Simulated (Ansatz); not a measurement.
C2H6TeZn, SMILES `[CH3][Zn][Te]C`. Total charge 0; spin multiplicity 1. Te: def2 effective core potential. The geometry is a stationary point of PBE0-D4/def2-TZVP. It is one conformer, not always the lowest.

```xyz
10

C    -0.349   -1.259    2.243
Zn    0.465   -0.794    0.538
Te    1.511   -0.206   -1.642
C     0.133    1.384   -2.142
H    -0.172   -0.475    2.982
H    -1.427   -1.393    2.130
H     0.074   -2.192    2.622
H     0.459    1.768   -3.107
H    -0.877    0.994   -2.226
H     0.185    2.174   -1.398
```

(1) What is the dipole moment at PBE/def2-TZVPP? (An estimate is asked.)

(2) And with r2SCAN, B3LYP, ωB97M-V? (Best estimate.)

(3) Give the Mulliken charges with PBE, ωB97M-V, r2SCAN in def2-TZVPP. (Estimate.)

Answers

(1) Ansatz gave: 1.37 D, with components (-1.09, 0.52, 0.65) D in this frame, pointing from negative to positive charge.

(2) Ansatz gave: r2SCAN 1.47 D, B3LYP 1.38 D, ωB97M-V 1.45 D.

(3) The calculation gave: 
```
atom    PBE  ωB97M-V  r2SCAN
  C1  -0.43    -0.53   -0.37
 Zn2   0.19     0.30    0.25
 Te3  -0.05    -0.07   -0.10
  C4  -0.46    -0.53   -0.35
  H5   0.11     0.12    0.08
  H6   0.11     0.12    0.08
  H7   0.11     0.12    0.08
  H8   0.14     0.16    0.11
  H9   0.14     0.16    0.11
 H10   0.14     0.16    0.11
```

B3LYP here is the variant with VWN-RPA as its local correlation; programs differ in this.
